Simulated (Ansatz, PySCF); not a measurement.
Gas-phase reaction (SMILES): CO[Si](I)(OC)OC + 7 [H][H] (H2) → 3 C (CH4) + I (HI) + 3 O (H2O) + [SiH4] (SiH4); energy of full hydrogenation.

Structures are relaxed separately at B3LYP-D3(BJ)/def2-TZVP in Ansatz (a quantum-chemistry and plane-wave program), one conformer each, not searched for the lowest. Correlated levels leave the core frozen unless marked. No spin-orbit coupling. Frozen are the shells of the preceding noble gas and the d and f shells that filled before the atom's block. In def2 rows, elements after Kr have scalar-relativistic effective core potentials. Basis-set limits of correlation are two-point, X^-3; Hartree-Fock from the larger set. [CCSD(T)-MP2]/basis is that difference in the basis named. Thermal terms are rigid-rotor harmonic-oscillator values from B3LYP-D3(BJ) frequencies (Ansatz or PySCF) at 298.15 K and 1 atm. 1 Eh = 627.5095 kcal/mol.

```
species          E, RI-MP2/CBS(def2-TZVPPD,def2-QZVPPD)+[CCSD(T)-MP2]/def2-TZVPPD (Ansatz) (Eh)  E, PBE-D3(BJ)/def2-TZVPD (Ansatz + dftd3) (Eh)  H - E (Eh)
---------------  ------------------------------------------------------------------------------  ----------------------------------------------  ----------
CO[Si](I)(OC)OC                                                                      -931.18873                                      -932.37324     0.14307
[H][H] (H2)                                                                            -1.17532                                        -1.16598     0.01336
C (CH4)                                                                               -40.46135                                       -40.46420     0.04840
I (HI)                                                                               -297.45270                                      -298.29193     0.00854
O (H2O)                                                                               -76.37797                                       -76.38147     0.02495
[SiH4] (SiH4)                                                                        -291.46147                                      -291.72290     0.03520
```

Q: Work out ΔE and ΔH at 298.15 K at the first level, then ΔH at the second.

A: 
1. ΔE = [3×(-40.46135) + (-297.45270) + 3×(-76.37797) + (-291.46147)] - [(-931.18873) + 7×(-1.17532)] = -0.01616 Eh = -10.1 kcal/mol at RI-MP2/CBS(def2-TZVPPD,def2-QZVPPD)+[CCSD(T)-MP2]/def2-TZVPPD.
2. The terms H - E add up to 0.02720 Eh, so ΔH = (-0.01616 + (0.02720))×627.5095 = 6.9 kcal/mol.
3. At PBE-D3(BJ)/def2-TZVPD the same steps give ΔE = -10.5 and ΔH = 6.6 kcal/mol, a shift of -0.3 from the first level.
4. These values are not checked against measurement here, since the tables used lack a sound gas-phase enthalpy of formation for at least one species.
